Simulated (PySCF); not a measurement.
PySCF 2.14 output of an unrestricted MN15 calculation on a single atom or ion in 6-31G*, with no relativity, point nucleus:

```
SCF conv_tol = 1e-09
number electrons alpha = 5  beta = 4
    H. S. Yu, X. He, S. L. Li, and D. G. Truhlar.,  Chem. Sci. 7, 5032-5051 (2016)
    H. S. Yu, X. He, S. L. Li, and D. G. Truhlar.,  Chem. Sci. 7, 5032-5051 (2016)
cycle= 1 E= -128.024720440091  delta_E= -0.00554  |g|= 0.0105  |ddm|= 0.0832
cycle= 2 E= -128.024761191803  delta_E= -4.08e-05  |g|= 0.00319  |ddm|= 0.00769
cycle= 3 E= -128.024763227592  delta_E= -2.04e-06  |g|= 0.0014  |ddm|= 0.00218
cycle= 4 E= -128.024763744854  delta_E= -5.17e-07  |g|= 2.31e-05  |ddm|= 0.000665
cycle= 5 E= -128.024763745142  delta_E= -2.88e-10  |g|= 5.6e-07  |ddm|= 2.14e-05
converged SCF energy = -128.024763745142  <S^2> = 0.75029944  2S+1 = 2.0002994
```

The run itself started from symmetry-adapted Hartree-Fock orbitals and held the occupation by maximum overlap, on a logarithmic radial grid, so the iterations belong to that start.

Which element, charge and spin multiplicity is this?

Ne⁺ (neon, charge +1), multiplicity 2; the state was [He] 2s2 2p5, 2P determinant.
